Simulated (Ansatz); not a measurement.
CuNClH3⁺, that is Cu(NH3)Cl with one electron fewer. The state is a doublet with charge 1. Geometry B3LYP-D4/def2-TZVP, that of the neutral singlet; atoms count from 1.

```xyz
6

Cu   -0.262    0.072   -1.106
N     0.187   -0.051    0.793
H     0.240    0.869    1.221
H     1.086   -0.505    0.932
H    -0.509   -0.587    1.304
Cl   -0.743    0.203   -3.144
```

Question: Estimate the Mulliken populations from the PBE0/def2-TZVP orbitals of Ansatz.

Answer: 
```tsv
atom	charge (e)	spin (α − β)	d electrons
Cu1	0.52	0.37	9.57
N2	-0.54	-0.01	–
H3	0.32	0.00	–
H4	0.32	0.00	–
H5	0.32	0.00	–
Cl6	0.07	0.63	–
```
Mulliken values depend strongly on the basis.

Question: Where does the spin sit?

Answer: Summed by element: Cu 0.37, N -0.01, H 0.00, Cl 0.63, of 1 unpaired in all. Largest on single atoms: Cl6 0.63, Cu1 0.37, N2 -0.01.

Question: And the Mayer bond orders between heavy atoms (over 0.3)?

Answer: Cu1–N2 0.65 (1.96 Å); Cu1–Cl6 1.23 (2.10 Å).
